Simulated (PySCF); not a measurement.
Be(Br)(Me) (CH3BeBr), SMILES [CH3][Be][Br].

Geometry optimised at ωB97X-D3(BJ)/def2-TZVP.

These are PySCF with CAM-B3LYP/def2-TZVPD values and carry that method's errors.

Symmetry labels are those of the subgroup Cs that the program uses (full group C3v).

Computed valence orbital energies around the gap with their symmetry:
| orbital | symmetry | energy (eV) |
|---|---|---|
| HOMO−7 | A' | -23.13 |
| HOMO−6 | A' | -20.70 |
| HOMO−5 | A' | -12.59 |
| HOMO−4 | A" | -12.59 |
| HOMO−3 | A' | -11.94 |
| HOMO−2 | A' | -10.35 |
| HOMO−1 | A" | -10.09 |
| HOMO | A' | -10.09 |
| LUMO | A' | 0.20 |
| LUMO+1 | A' | 0.71 |
| LUMO+2 | A" | 0.71 |
| LUMO+3 | A' | 0.98 |
